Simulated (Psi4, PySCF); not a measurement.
The PySCF input:
```python
from pyscf import gto, scf, cc

mol = gto.M(
    atom='''
N     0.026347   -0.000992    0.293946
O     0.010462    1.102036   -0.126856
O    -0.033516   -1.101168   -0.130347
''',
    basis='cc-pvdz',
    charge=0,
    spin=1,
    verbose=4,
)

mf = scf.UHF(mol)
mf.kernel()

mycc = cc.CCSD(mf, frozen=3)
mycc.kernel()
et = mycc.ccsd_t()
print('E(CCSD(T)) = %.10f' % (mycc.e_tot + et))
```

Q: Write the same job for Psi4.

A: Several could match; the one computed here: 
```
memory 2 GB

molecule mol {
0 2
N     0.026347   -0.000992    0.293946
O     0.010462    1.102036   -0.126856
O    -0.033516   -1.101168   -0.130347
}

set {
  basis cc-pvdz
  reference uhf
  freeze_core true
  mp2_type conv
  scf_type pk
  puream true
  d_convergence 1e-8
}

energy('ccsd(t)')
print_variables()
```

Both were run: PySCF gave -204.601812 Eh and Psi4 -204.601812 Eh, 0.000 mEh apart.
